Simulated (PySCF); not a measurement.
carbon tetrabromide (CBr4), SMILES BrC(Br)(Br)Br. Heavy atoms are numbered as in [Br:1][C:2]([Br:3])([Br:4])[Br:5].

The structure is a stationary point at PBE0-D3(BJ)/def2-SVP.

Calculation: PBE/def2-TZVP run with PySCF.

Atomic charges (e), one atom of each kind:

```csv
atom,IAO,Löwdin
Br1,(withheld),0.31
C2,(withheld),-1.23
```

### Question
Complete the blanks. (An estimate is asked for; the answer gives what the named calculation found.)

### Answer

- Br1, IAO: 0.06
- C2, IAO: -0.23

Computed Mayer and Wiberg (Löwdin basis) orders of the bonds:
```tsv
bond	Mayer	Wiberg
Br1–C2	1.09	1.60
C2–Br3	1.09	1.60
C2–Br4	1.09	1.60
C2–Br5	1.09	1.60
```
